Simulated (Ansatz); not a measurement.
Start from `N[CH2][GeH]([F])[SH]` and change one atom or group to get `[CH3][GeH]([F])[SH]`.

Ansatz, PBE0-D4/def2-TZVP geometries, multiplicity 1. Each molecule was computed in one conformer, which needn't be the lowest.

Scalar relativity is left out up to krypton.

| property | `N[CH2][GeH]([F])[SH]` |
| --- | --- |
| HOMO–LUMO gap (PBE0/def2-TZVPP) / eV | 7.48 |
| LUMO energy (ωB97M-V/def2-TZVPP) / eV | 1.93 |
| LUMO energy (PBE/def2-TZVPP) / eV | -0.68 |
| LUMO energy (PBE0/def2-TZVPP) / eV | 0.27 |
| size of the dipole moment (PBE/def2-TZVPP) / D | 3.30 |
| HOMO energy (PBE0/def2-TZVPP) / eV | -7.21 |

Q: Give the same properties after the change, and the shifts. (Best estimate.)

A: Ansatz gave: 
```
                                      property  `[CH3][GeH]([F])[SH]`  shift
          HOMO–LUMO gap (PBE0/def2-TZVPP) / eV                   7.99   0.51
         LUMO energy (ωB97M-V/def2-TZVPP) / eV                   2.13   0.20
             LUMO energy (PBE/def2-TZVPP) / eV                  -0.74  -0.06
            LUMO energy (PBE0/def2-TZVPP) / eV                   0.26  -0.01
size of the dipole moment (PBE/def2-TZVPP) / D                   2.53  -0.77
            HOMO energy (PBE0/def2-TZVPP) / eV                  -7.73  -0.52
```

Dipoles are sizes alone; their direction can turn.
